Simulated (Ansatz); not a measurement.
Compare A (`[OH][AlH][CH2]F`) with its isomer B (`C[O][AlH][F]`).

Calculated with Ansatz (gas phase, PBE0-D4/def2-TZVP geometries, no zero-point term in ΔE). CBS: MP2 limit from def2 TZ/QZ plus the TZ coupled-cluster correction, frozen cores. Functionals use def2-TZVPP. B3LYP here is the variant with VWN-RPA as its local correlation; programs differ in this. Each species was taken in one conformer, which may not be the lowest.

(1) Which isomer does CCSD(T)/CBS put lower? Give the gap. (An estimate is asked.)

(2) Give E(B) − E(A) in kJ/mol with CCSD(T)/def2-SVP, B2PLYP, BLYP-D4, PBE-D4, B3LYP, ωB97M-V, B3LYP-D4. (Estimate.)

(3) Does the order hold for the free energy at 298.15 K (harmonic terms from PBE0-D4)? (Best estimate.)

Largest T1 diagnostic: 0.013.

Results:

(1) Ansatz gave: B, by 209.3 kJ/mol.

(2) The calculation gave: CCSD(T)/def2-SVP -220.7, B2PLYP -210.7, BLYP-D4 -201.2, PBE-D4 -192.9, B3LYP -205.3, ωB97M-V -202.1, B3LYP-D4 -205.8. None reverses the order clearly.

(3) Computed: Yes: G(B) − G(A) = -203.5 kJ/mol, for one conformer each. Modes under 60 cm⁻¹, often nearly free rotors, make the harmonic entropy too high.

From BLYP to BHLYP (50 % exact exchange), in def2-TZVPP and without D4, E(B) − E(A) moves by −12.6 kJ/mol. At CCSD(T), def2-SVP lies −11.4 kJ/mol from the extrapolated value and def2-TZVPP −0.6 kJ/mol.
